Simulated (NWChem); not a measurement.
System: SiSbH3Cl2; SMILES [Cl][Sb]([SiH3])[Cl]

Here is an NWChem input.

```
start job
memory heap 200 mb stack 900 mb global 1100 mb
geometry units angstroms noautoz
  Sb     0.085113     0.135454     0.644881
  Cl    -1.313706     1.551068    -0.672748
  Cl     2.010663     0.021833    -0.761099
  Si    -0.911547    -1.967800    -0.516263
  H     -0.106615    -3.164507    -0.126002
  H     -0.848623    -1.741592    -1.986783
  H     -2.324251    -2.149111    -0.064835
end
basis spherical
  * library sto-3g
end
dft
  xc pbe0
  iterations 150
  mulliken
end
task dft energy
```

Structure relaxed at the PBE0/def2-SVP (def2 core potentials past Kr) level.

Problem. Predict the main results of this run. (PBE0/STO-3G, non-relativistic.) Quantities: basis functions; energy (Ha); highest occupied level (eV); orbital gap (eV); dipole (D).

Solution. 
- number of basis functions: 57
- energy (Ha): -7451.20
- highest occupied level (eV): -5.20
- orbital gap (eV): 6.14
- dipole (D): 3.41
